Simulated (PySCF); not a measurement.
F2Zr, multiplicity 1. Atoms are numbered in the order given.

```xyz
3

Zr     0.0000     0.0000     0.0000
F      0.0000     0.0000    -1.9158
F      0.0000     0.0000     1.9158
```

Geometry: r2SCAN-D4/def2-TZVP. A frequency run showed that this geometry is not a minimum. The spin state was assumed, not searched. The def2 effective core potentials stand for the cores of Zr; spin–orbit coupling is left out.

Level of theory: PySCF with r2SCAN/def2-TZVPD.

Mulliken values depend strongly on the basis, most of all with diffuse functions as here. ESP charges are fitted to the potential on shells at 1.4 to 2.0 van der Waals radii. Atomic charges (e):

| atom | Mulliken | ESP fit |
|---|---|---|
| Zr1 | 1.22 | 0.57 |
| F2 | -0.61 | -0.28 |
| F3 | -0.61 | -0.28 |
